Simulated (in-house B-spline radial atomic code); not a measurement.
A calculation on Cu⁷⁺: its settings, and results tabulated from the run. Level of theory: Dirac-Kohn-Sham PBE0, spherical fractional occupations, exact exchange averaged over the configuration, Fermi nucleus of rms radius 3.8823 fm; calculated with an all-electron radial atomic-structure program (B-spline basis).

Command:
```bash
python run_scf.py task.json out
```
Settings (nuclear radius in fm, mass in u):
```
Z                29
configuration    [Ar] 3d4
hamiltonian      dirac
method           pbe0
spin_polarised   False
nucleus          fermi
rms_radius       3.8823
atomic_mass      62.9296
speed_of_light   137.035999084
exact_exchange   averaged over the configuration
```

Output (hartree, bohr):
```
 radial grid: 65 intervals, B-splines of order 8, outer radius 8.961 bohr

 iter        energy (Eh)    residual
    1       -1620.785409    1.06e+00
    2       -1634.651565    5.03e-01
    3       -1637.853043    1.51e-01
    4       -1638.179395    4.29e-02
    5       -1638.200414    1.96e-02
    6       -1638.207049    9.23e-04
    7       -1638.207058    1.05e-05
    8       -1638.207058    3.35e-07
    9       -1638.207058    1.93e-09

 total energy                     -1638.20706
 kinetic                            1667.2321
 electron-nucleus                  -3818.0124
 Hartree                             574.6330
 exact exchange                      -14.9718
 exchange-correlation                -47.0879

 first-order corrections (not in the total)
   Gaunt                             0.7476
   retardation                      -0.0681
   frequency dependence             -0.0022
   self-energy                       0.4991
   Uehling                          -0.0449
   Wichmann-Kroll                    0.0003
   recoil                            0.0109

 orbital      occ     eigenvalue          <r>       <r^2>       <1/r>       r_max    small
 1s1/2      2.000      -333.0371    0.0521315  0.00365626     29.1562     0.03411  1.09e-02
 2s1/2      2.000       -45.8335     0.234516   0.0649315     6.37034      0.1966  2.08e-03
 2p1/2      2.000       -40.8546     0.203956   0.0510924     6.31417      0.1565  2.06e-03
 2p3/2      4.000       -40.0997     0.207236   0.0526168     6.17449      0.1592  2.02e-03
 3s1/2      2.000       -10.0157     0.673847    0.519811     2.11553      0.5995  5.10e-04
 3p1/2      2.000        -8.3999     0.683411    0.542967     2.01216      0.5947  4.72e-04
 3p3/2      4.000        -8.2869     0.690964    0.554766     1.98156      0.6015  4.65e-04
 3d3/2      1.600        -5.6980     0.695913    0.582391     1.77799       0.541  3.84e-04
 3d5/2      2.400        -5.6812     0.698241    0.586087     1.77088      0.5428  3.82e-04
```

Time taken, with all properties: 1.4 s on 1 thread of Intel(R) Xeon(R) Platinum 8488C, with other jobs on the host.

For the Dirac Hamiltonian the kinetic term is c α·p + (β - 1)c².
